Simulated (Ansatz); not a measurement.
Cl$_{3}$Si+ (`Cl[Si+](Cl)Cl`). Charge 1, multiplicity 1. The geometry is a stationary point of PBE0-D4/def2-TZVP.

```xyz
4

Cl   -1.498    1.184    0.383
Si    0.000    0.000    0.000
Cl    0.581   -1.296    1.331
Cl    0.916    0.113   -1.714
```

Task: Give the Mulliken charges with PBE, r2SCAN, ωB97M-V in def2-TZVPP. (Best estimate.)

Result: Computed: 
| atom | PBE | r2SCAN | ωB97M-V |
| --- | --- | --- | --- |
| Cl1 | 0.11 | 0.08 | 0.11 |
| Si2 | 0.66 | 0.77 | 0.68 |
| Cl3 | 0.11 | 0.08 | 0.11 |
| Cl4 | 0.11 | 0.08 | 0.11 |
